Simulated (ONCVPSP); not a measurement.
**Os (Z = 76): excitation energies, all-electron against ONCV**

* Element: osmium (Os)
* Generator: ONCVPSP 4.0.1
* Type: optimised norm-conserving Vanderbilt (ONCV)
* Functional: PBEsol
* Relativity: scalar-relativistic
* Frozen core: [Kr] 4d10 4f14
* Valence charge: 16
* Reference configuration: 5s2 5p6 5d6 6s1 (charge +1)
* Partial waves: 5s+6s: rc 1.70 bohr, ncon 4, nbas 7, qcut 6.8 1/bohr, 2 projectors; 5p: rc 1.50 bohr, ncon 3, nbas 7, qcut 11.5 1/bohr, 1 projector; 5d: rc 2.40 bohr, ncon 4, nbas 9, qcut 6.1 1/bohr, 1 projector; f scattering state at 0.24 Ha: rc 1.50 bohr, ncon 4, nbas 8, qcut 8.3 1/bohr, local
* Local potential: the f channel
* Core correction: Teter function, fcfact 5.75, rcfact 1.55

Energies are relative to the spin-unpolarised reference configuration 5s2 5p6 5d6 6s1; without spin polarisation the order of configurations can differ from experiment.

```csv
valence configuration,charge,ΔE all-electron (eV),error AE − PS (meV)
5s2 5p6 5d6 6s2,0,-9.624,+1.6
5s2 5p6 5d5 6s0,+3,45.819,-43
5s2 5p6 5d5 6s2 6p1,0,-3.474,-257
```

Q: What are ΔE and the potential's error for 5s2 5p6 5d6 6s0?

A: ΔE = 16.940 eV all-electron; the error (AE − PS) is -10 meV.

Levels in the configuration 5s2 5p6 5d5 6s0:

```csv
level,all-electron (eV),pseudo (eV)
5s,-122.281,-122.544
5p,-81.311,-81.466
5d,-35.016,-35.065
```

Note: no bound ghost flagged; GHOST(+) flagged for s at 74.1 eV, p at 375.4 eV.
